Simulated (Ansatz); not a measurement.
One change: `N[SiH](O)[SiH2][SiH3]` becomes `N[SiH](O)CBr`.

Ansatz, PBE0-D4/def2-TZVP geometries, multiplicity 1. Each molecule was computed in one conformer, which needn't be the lowest.

Scalar relativity is left out up to krypton. Spin–orbit coupling is left out; it splits and shifts lone-pair levels of the heavy atoms by tenths of an eV.

```
                                        property  `N[SiH](O)[SiH2][SiH3]`
size of the dipole moment (B3LYP/def2-TZVPP) / D                     2.62
           LUMO energy (ωB97M-V/def2-TZVPP) / eV                     1.60
  size of the dipole moment (PBE/def2-TZVPP) / D                     2.66
           HOMO energy (ωB97M-V/def2-TZVPP) / eV                    -9.27
           HOMO–LUMO gap (B3LYP/def2-TZVPP) / eV                     6.76
               LUMO energy (PBE/def2-TZVPP) / eV                    -0.83
```

(1) What does the change do to each property? (An estimate is asked.)

Answers

(1) The calculation gave: 
| property | `N[SiH](O)CBr` | shift |
| --- | --- | --- |
| size of the dipole moment (B3LYP/def2-TZVPP) / D | 1.85 | -0.77 |
| LUMO energy (ωB97M-V/def2-TZVPP) / eV | 1.70 | 0.10 |
| size of the dipole moment (PBE/def2-TZVPP) / D | 1.71 | -0.95 |
| HOMO energy (ωB97M-V/def2-TZVPP) / eV | -9.84 | -0.57 |
| HOMO–LUMO gap (B3LYP/def2-TZVPP) / eV | 6.85 | 0.09 |
| LUMO energy (PBE/def2-TZVPP) / eV | -1.24 | -0.41 |

With PBE0 the HOMO falls by 0.42 eV and the LUMO falls by 0.25 eV, so the gap widens by about 0.17 eV. PBE moves the HOMO by -0.31 eV and ωB97M-V by -0.57 eV. Dipoles are sizes alone; their direction can turn.

B3LYP here is the variant with VWN-RPA as its local correlation; programs differ in this.
